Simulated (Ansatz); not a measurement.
```yaml
crystal:
  periodic: [false, false, false]
  atoms:
    - {symbol: O, position_ang: [0.218449, 1.298534, -0.893862]}
    - {symbol: Sn, position_ang: [0.032082, -0.084945, 0.452965]}
    - {symbol: Cl, position_ang: [1.614377, -1.716987, 0.025927]}
    - {symbol: Br, position_ang: [-2.164594, -1.157136, 0.186356]}
    - {symbol: H, position_ang: [0.092835, 0.982053, -1.792763]}
    - {symbol: H, position_ang: [0.248950, 0.614482, 1.975177]}
basis:
  gaussian: {orbitals: def2-mTZVPP}
total_charge: 4
hamiltonian: {xc: {name: wB97X-V}, pseudopotentials: {relativity: scalar}}
scf: {lower_state_search: light}
output: {forces: true}
```

```sh
$ ansatz run in.yaml --threads 4 --pin off --events-out ev --progress --plain --max-ram 10444MiB
```

It prints (some lines left out):

```
Functional definition: wB97X-V
1303 factors; integrals over basis functions are off by at most 7.3e-4 eV
315 factors; integrals over basis functions are off by at most 8.1e-6 eV
mean field evaluation 1: about -91052.7815 eV, gradient 1.4e2 eV
mean field evaluation 2: about -90798.6674 eV, gradient 2.6e2 eV
mean field evaluation 4: about -91003.5359 eV, gradient 1.4e2 eV
mean field evaluation 8: about -91100.4411 eV, gradient 1.2e1 eV
mean field evaluation 16: about -91100.9992 eV, gradient 1.6e1 eV
mean field evaluation 32: about -91101.6175 eV, gradient 2.6e0 eV
mean field -91101.70591652 eV, -3347.9259414779 hartree, gradient 4.4e-6 eV, S^2 0.000000; 6 other end points of the search recorded, 0 dependent functions left out
reference -91101.70591479 eV, -3347.9259414143 hartree; 40, 40 occupied and 93, 93 virtual orbitals, 1303 factors
Total energy: -91101.70591479 eV, -3347.9259414143 hartree
Relativity: scalar
Atom 0 at     0.218449     1.298534    -0.893862 Å, force    -0.040890     0.890705     0.827954 eV/Å
Atom 1 at     0.032082    -0.084945     0.452965 Å, force     1.407612     1.057102     0.450439 eV/Å
Atom 2 at     1.614377    -1.716987     0.025927 Å, force     1.913588    -1.561116    -0.011222 eV/Å
Atom 3 at    -2.164594    -1.157136     0.186356 Å, force    -3.501670    -1.260969    -0.559615 eV/Å
Atom 4 at     0.092835     0.982053    -1.792763 Å, force    -0.298793     0.227830    -2.702315 eV/Å
Atom 5 at     0.248950     0.614482     1.975177 Å, force     0.520153     0.646449     1.994758 eV/Å
Dipole moment:     0.574512    -0.321716    -0.166694 e Å
```

(1) Something in this input is off. What?

## Answers

(1) The charge is far from anything that the molecule holds. The calculation finished and met its thresholds. The result belongs to that input, not to the molecule as meant.
